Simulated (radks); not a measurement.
Results of a calculation; reference values are marked as such.
Question: Ionisation of the zinc ion Zn2+, [Ar] 3d10, to Zn3+, [Ar] 3d9, under several functionals. Scalar-relativistic Kohn-Sham, spin-polarised, spherical densities, finite nucleus; open shells are filled with parallel spins first; a radial shooting solver on a logarithmic mesh with Libxc functionals. The NIST Atomic Spectra Database gives 39.723 eV (measured). Rank these functionals by the error of their Delta-SCF ionisation energy: r2SCAN; B86b exchange with PBE correlation; SOGGA; AM05; exchange-only LDA; OLYP; revPBE; HCTH/407; XLYP; exchange-only r2SCAN.

Answer: From best to worst: SOGGA 40.082 eV (+0.359); revPBE 40.115 eV (+0.391); AM05 40.235 eV (+0.512); B86b exchange with PBE correlation 40.277 eV (+0.553); XLYP 40.302 eV (+0.579); exchange-only r2SCAN 39.108 eV (-0.615); OLYP 40.349 eV (+0.626); r2SCAN 40.390 eV (+0.666); exchange-only LDA 38.857 eV (-0.866); HCTH/407 40.859 eV (+1.136). Open shells are spherical and high-spin; term and fine-structure splittings are not resolved.
